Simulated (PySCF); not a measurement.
CF3CH2CF3, C3H2F6.
Atom-mapped SMILES: `[F:1][C:2]([F:3])([F:4])[CH2:5][C:6]([F:7])([F:8])[F:9]` (hydrogens: H10, H11 on C5)

All values: PBE0/pcSseg-1 and wB97X-D/def2-SVPD (PySCF, non-relativistic), on one gas-phase PBE0-D3(BJ)/def2-SVP geometry that isn't relaxed in the solvent. The solvent is an IEF-PCM continuum (cavity from Bondi-type radii × 1.2). Specific hydrogen bonds and non-electrostatic terms are outside this model.

Gas phase at PBE0/pcSseg-1: HOMO -11.25 eV, LUMO 1.31 eV, dipole 1.97 D.

Problem. What does the continuum do to the energy, the frontier levels and the dipole at PBE0/pcSseg-1 in chloroform, dichloromethane and dimethylsulfoxide?

Solution. 
```csv
solvent,ε,E(solvent) − E(gas) (kcal/mol),polarisation term (kcal/mol),distortion of the solute (kcal/mol),HOMO (eV),LUMO (eV),dipole (D)
chloroform,4.711,-2.92,-3.19,0.27,-11.08,1.80,2.31
dichloromethane,8.93,-3.51,-3.90,0.39,-11.05,1.89,2.39
dimethylsulfoxide,46.83,-4.12,-4.66,0.54,-11.02,1.98,2.46
```

The first energy column is the sum of the next two and covers electrostatics alone. From chloroform to dimethylsulfoxide the lowering changes by a factor 1.41, Onsager's factor (ε − 1)/(2ε + 1) by 1.36 and ε itself by 9.9.

Problem. Which radius a makes the point-dipole formula ΔE = −[(ε − 1)/(2ε + 1)]·μ²/a³ give the value in dimethylsulfoxide, with the gas-phase dipole?

Solution. μ = 0.776 au and |ΔE| = 0.00656 Eh give a = 1.87 Å; the farthest nucleus lies 2.41 Å from the centroid of the nuclei, so such a sphere wouldn't even hold the nuclei. The formula assumes a rigid point dipole at the centre of a sphere.

Problem. Which Mulliken charges (PBE0/pcSseg-1) respond most in chloroform (means over atoms taken as equivalent)?

Solution. 
| atoms | environment | gas (e) | solvent (e) | change |
| --- | --- | --- | --- | --- |
| H10/H11 | methylene hydrogen | +0.180 | +0.197 | +0.017 |
| C5 | chain CH2 carbon | -0.381 | -0.372 | +0.009 |
| F1 (×6) | fluorine of a CF3 group | -0.257 | -0.263 | -0.006 |
| C2/C6 | CF3 carbon | +0.781 | +0.777 | -0.004 |

Gas phase at wB97X-D/def2-SVPD: HOMO -13.34 eV, LUMO 2.13 eV, dipole 2.02 D.

Problem. What does the continuum do to the energy, the frontier levels and the dipole at wB97X-D/def2-SVPD in chloroform and dichloromethane?

Solution. 
```json
{"solvent": "chloroform", "ε": "4.711", "E(solvent) − E(gas) (kcal/mol)": "-3.00", "polarisation term (kcal/mol)": "-3.34", "distortion of the solute (kcal/mol)": "0.34", "HOMO (eV)": "-13.16", "LUMO (eV)": "2.34", "dipole (D)": "2.43"}
{"solvent": "dichloromethane", "ε": "8.93", "E(solvent) − E(gas) (kcal/mol)": "-3.62", "polarisation term (kcal/mol)": "-4.11", "distortion of the solute (kcal/mol)": "0.49", "HOMO (eV)": "-13.13", "LUMO (eV)": "2.37", "dipole (D)": "2.52"}
```

The atom shares or the degeneracy of the LUMO differ from the gas phase in chloroform and dichloromethane, so that column needn't follow one orbital.

Problem. How does the static polarisability (wB97X-D/def2-SVPD, frozen core, with the continuum's full static response) change?

Solution. 
```csv
medium,isotropic (au),principal values (au),⟨r²⟩ of the electrons (bohr²)
gas,42.3,"40.6, 41.1, 45.1",1076.6
chloroform,48.8,"47.6, 47.9, 50.7",1077.0
dichloromethane,50.2,"49.3, 49.5, 51.8",1077.1
```

The isotropic value in dichloromethane is 1.19 times the gas-phase one; no cavity-field correction is applied. ⟨r²⟩ is taken about the centre of nuclear charge.

Cost: about 40 s of CPU time on one thread; the machine was shared, so the figure is rough. This is the whole shielding run at PBE0/pcSseg-1 in dimethylsulfoxide, SCF included.

The values belong to the conformer `[F:1][C:2]([F:3])([F:4])[CH2:5][C:6]([F:7])([F:8])[F:9]`: F1–C2–C5–C6 179°, C2–C5–C6–F7 59°.

The pairwise dispersion term of wB97X-D wasn't added to the energies; at a given geometry it leaves orbitals and properties as they are.
